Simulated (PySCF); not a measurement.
BeH4O2Si, SMILES [OH][Be][O][SiH3].

Coordinates come from a B3LYP-D3(BJ)/def2-SVP optimisation. The geometry has at least one imaginary mode, so it is a saddle point at that level. Other conformers were not sampled.

Method: TDA-PBE0/def2-SVPD (PySCF).

Vertical excitations. 

```csv
state,energy (eV),λ (nm),f,main pairs
S1,6.99,177,0.000,HOMO→LUMO 90 %
S2,6.99,177,0.000,HOMO−1→LUMO 90 %
S3,7.75,160,0.029,"HOMO−2→LUMO 60 %, HOMO→LUMO+1 32 %"
S4,7.75,160,0.029,"HOMO−3→LUMO 60 %, HOMO−1→LUMO+1 32 %"
S5,8.14,152,0.011,"HOMO→LUMO+1 48 %, HOMO−2→LUMO 33 %"
S6,8.14,152,0.011,"HOMO−1→LUMO+1 48 %, HOMO−3→LUMO 33 %"
S7,8.37,148,0.057,HOMO→LUMO+4 74 %
S8,8.37,148,0.057,HOMO−1→LUMO+4 78 %
S9,8.49,146,0.000,"HOMO→LUMO+2 45 %, HOMO−1→LUMO+3 44 %"
S10,8.50,146,0.001,"HOMO−1→LUMO+2 28 %, HOMO→LUMO+3 26 %, HOMO−1→LUMO+3 20 %, HOMO→LUMO+2 19 %"
T1,6.73,184,0,HOMO→LUMO 80 %
T2,6.73,184,0,HOMO−1→LUMO 80 %
T3,7.37,168,0,"HOMO−2→LUMO 65 %, HOMO→LUMO+1 22 %"
T4,7.37,168,0,"HOMO−3→LUMO 65 %, HOMO−1→LUMO+1 22 %"
```
Triplets are in the Tamm–Dancoff approximation.
